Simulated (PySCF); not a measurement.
Vertical excitations of a molecule C4H5NO from TDA-M06-2X/def2-SVPD (PySCF), as energy in eV (oscillator strength): 4.55 (0.005), 4.61 (0.100), 5.93 (0.019), 6.86 (0.001), 7.04 (0.000), 7.41 (0.005), 7.43 (0.011), 7.55 (0.033), 7.57 (0.000), 7.80 (0.012). Lowest triplet (TDA): 2.90 eV. Coordinates come from a B3LYP-D3(BJ)/def2-SVP optimisation. A frequency run showed that this geometry is not a minimum. The values are those of a single conformer.

Task: Which structure fits?
A) C=C/C=N/C=O
B) C=C1C=NCO1
C) C1=COCN=C1
D) C1=COC=NC1

Result: C, C1=COCN=C1
